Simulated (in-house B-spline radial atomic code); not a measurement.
# LDA VWN5 excitations of B II (B+)

Method: LDA VWN5. Computed with a B-spline radial code for spherical atoms: linear response of the closed shell [He] 2s2 with the functional's adiabatic kernel; scalar-relativistic (spin-free one-electron X2C), finite nucleus, no spin-orbit coupling, no double excitations, S, P, D and F terms only.

Command:
```bash
python run_td.py task.json out
```
Settings (radii: box in bohr, nucleus in fm):
```
Z                        5
electrons                4
configuration            [He] 2s2
hamiltonian              x2c
method                   lda,vwn
box_radius               41.61
rms_radius               2.406
intervals                77
```

Time taken, with all properties: 0.3 s on 1 thread of Arm Neoverse N1, on a shared host.

The lowest states, in the order of their Tamm-Dancoff energies; the method's threshold (minus the highest occupied level) is 19.412 eV. Labels give the largest channel, * marks a mixed state, and oscillator strengths are full-response dipole values. Measured ¹D terms are left out, since they can mix with doubly excited terms. Semilocal kernels can invert the small singlet-triplet splittings of Rydberg terms. Energies in eV:

| state | full response | Tamm-Dancoff | oscillator strength | measured (J-weighted term) |
| --- | --- | --- | --- | --- |
| 2s → 2p 3P | 3.984 | 4.327 | - | 4.631 |
| 2s → 2p 1P | ? | ? | ? | ? |
| 2s → 3s 3S | 14.901 | 14.908 | - | 16.090 |
| 2s → 3s 1S | 15.410 | 15.428 | - | - |
| 2s → 3p 3P | ? | ? | - | ? |
| 2s → 3p 1P | 16.248 | 16.270 | 0.0724 | 17.866 |
| 2s → 3d 1D | 17.089 | 17.092 | - | - |
| 2s → 3d 3D | 17.095 | 17.100 | - | 18.678 |
| 2s → 4s 3S | 17.714 | 17.716 | - | - |
| 2s → 4s 1S | 17.820 | 17.824 | - | - |

Question: Where does 2s → 2p 1P lie?

Answer: At 8.480 eV in full response, 9.060 eV in Tamm-Dancoff, oscillator strength 0.97; measured 9.100 eV.

Question: Where does 2s → 3p 3P lie?

Answer: At 16.153 eV in full response, 16.162 eV in Tamm-Dancoff; measured 17.853 eV.

Question: How large is the singlet-triplet splitting of 2s → 2p (P terms) in Tamm-Dancoff?

Answer: 4.73 eV, from the unrounded values.

Question: What polarisabilities and dispersion coefficient does the method give?

Answer: Dipole 10.77 bohr³, quadrupole 29.88 bohr⁵, C6 29.14 hartree·bohr⁶ for two such species.
